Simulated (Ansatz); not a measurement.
A search over several starts for the lowest SCF solution of PdBr2 at the given spin, in a small basis.

```yaml
crystal:
  periodic: [false, false, false]
  atoms:
    - {symbol: Pd, position_ang: [-0.531061, 0.183804, 1.002567]}
    - {symbol: Br, position_ang: [-1.292447, -0.298081, -1.288746]}
    - {symbol: Br, position_ang: [1.823508, 0.114278, 0.286179]}
basis:
  gaussian: {orbitals: def2-SVP, initial_orbitals: start.molden}
magnetization: {spin_polarized: true, initial_magnetization: 4}
hamiltonian: {xc: pbe0, dispersion: d4}
output: {orbitals: {seedname: orbitals}}
```

The file start.molden holds the orbitals of an earlier run on this structure, at another level or in another basis.

```sh
$ ansatz run in.yaml --threads 2 --pin off --events-out ev --progress --plain --max-ram 4352MiB
```

It prints (some lines left out):

```
Functional definition: PBE0
939 factors; integrals over basis functions are off by at most 3.1e-4 eV
mean field evaluation 1: about -143535.6997 eV, gradient 8.6e0 eV
mean field evaluation 2: about -143535.8265 eV, gradient 2.5e-1 eV
mean field evaluation 4: about -143535.8948 eV, gradient 7.8e-2 eV
mean field evaluation 8: about -143535.8949 eV, gradient 1.8e-5 eV
mean field evaluation 16: about -143535.8949 eV, gradient 5.3e-2 eV
mean field evaluation 32: about -143524.5560 eV, gradient 4.1e1 eV
mean field evaluation 64: about -143535.4872 eV, gradient 4.9e-2 eV
mean field evaluation 96: about -143535.7444 eV, gradient 5.1e-1 eV
mean field evaluation 128: about -143535.5737 eV, gradient 5.9e-1 eV
mean field evaluation 160: about -143535.6203 eV, gradient 1.6e0 eV
mean field -143535.89495388 eV, -5274.8468474309 hartree, gradient 8.2e-6 eV, S^2 6.010262; 15 other end points of the search recorded, 0 dependent functions left out
reference -143535.89498540 eV, -5274.8468485893 hartree; 46, 42 occupied and 49, 53 virtual orbitals, 939 factors
Total energy: -143535.98848433 eV, -5274.8502846118 hartree
```

Hardware: 2 threads of Intel Xeon Platinum 8488C on a shared host. Wall time 48 s.

Other converged states that the search met: 0.17 eV higher (⟨S²⟩ = 6.01).

In the def2 sets Pd takes a core potential; there is no spin–orbit coupling. At PBE0-D4/def2-TZVP a triplet of charge 0 lies 4.02 eV below the quintet, each at its own geometry. The structure comes from a short search, and lower isomers may exist.
